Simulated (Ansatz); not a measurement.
The same path of C5H8S2 (15 atoms, charge 0, multiplicity 1) was run twice with different band settings. The coordinate that changes most is the dihedral C4–S5–C6–H12.

The calculation used RKS PBE/6-31G in Ansatz 0.2.0.

Relaxed end points:

```xyz
15
Properties=species:S:1:pos:R:3
C -3.858 0.951 1.607
C -2.655 1.165 1.485
S -0.939 1.484 1.355
C -0.712 1.232 -0.561
S 1.062 0.901 -0.998
C 1.210 -0.896 -0.367
C 2.663 -1.354 -0.481
H -4.907 0.758 1.716
H -1.009 2.162 -1.062
H -1.371 0.400 -0.847
H 0.535 -1.517 -0.979
H 0.858 -0.896 0.677
H 3.329 -0.725 0.133
H 2.754 -2.396 -0.126
H 3.019 -1.320 -1.524
```

```xyz
15
Properties=species:S:1:pos:R:3
C -2.126 2.133 2.795
C -1.194 1.905 2.029
S 0.160 1.587 0.965
C -0.822 0.951 -0.590
S 0.301 0.384 -1.957
C 0.690 -1.403 -1.400
C 1.808 -1.509 -0.365
H -2.940 2.338 3.463
H -1.405 1.799 -0.971
H -1.482 0.140 -0.250
H 0.959 -1.905 -2.345
H -0.259 -1.838 -1.042
H 1.539 -1.002 0.576
H 2.008 -2.573 -0.138
H 2.741 -1.057 -0.742
```

Common settings: movable images 7; climbing image yes; spring 5.0 eV/Å²; optimiser quadratic models (default); start path IDPP; force threshold 0.05 eV/Å; end points relaxed.

| run | iteration limit |
| --- | --- |
| 1 | 27 |
| 2 | 10 |

Task: What does each run give, and how far can it be trusted?

Result: Run 1: converged after 6 iterations, highest image 0.035 eV above the first end. A vibrational analysis at the climbing image gives one clearly imaginary mode, 47i cm⁻¹: a first-order saddle point.
Run 2: converged after 6 iterations, highest image 0.035 eV above the first end. Another band between the same ends (7 images) ends at a top of the same energy, where a vibrational analysis finds 1 clearly imaginary mode.
Limits of this set-up: no polarisation functions.
